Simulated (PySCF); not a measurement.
PySCF job for GeHF, SMILES [F][GeH] (connectivity only; charge and spin as stated), neutral, multiplicity 1, PBE0/pcSseg-2. Coordinates come from a ωB97X-D3(BJ)/def2-TZVP optimisation.

```python
import numpy as np
from pyscf import gto, scf, dft
from pyscf.prop.nmr import rks as nmr

mol = gto.M(
    atom='''
    Ge    0.05303689    0.37242508    0.00000000
    H    -1.53775108    0.55471395    0.00000000
    F    -0.01771438   -1.38581296    0.00000000
    ''',
    basis='pcSseg-2',
    charge=0,
    spin=0,
    max_memory=1600,
    verbose=3,
)
mf = dft.RKS(mol, xc='pbe0')
mf.grids.level = 3
mf.conv_tol = 1e-10
mf.max_cycle = 100
mf.kernel()
n = nmr.NMR(mf)
n.verbose = 2
n.max_cycle_cphf = 60
sigma = n.kernel()
print('atom   isotropic/ppm   span/ppm')
for i, s in enumerate(sigma):
    w = np.linalg.eigvalsh((s + s.T) / 2)
    print(f'{mol.atom_symbol(i):2s}{i + 1:3d} {w.mean():14.3f} {w[2] - w[0]:11.3f}')
```

It prints:

```
converged SCF energy = -2177.17290642699
atom   isotropic/ppm   span/ppm
Ge  1        329.494    3023.888
H   2         21.837      19.681
F   3         56.152     933.739
```

Self-consistency was reached.

Cost: around 24 core-seconds (rough).
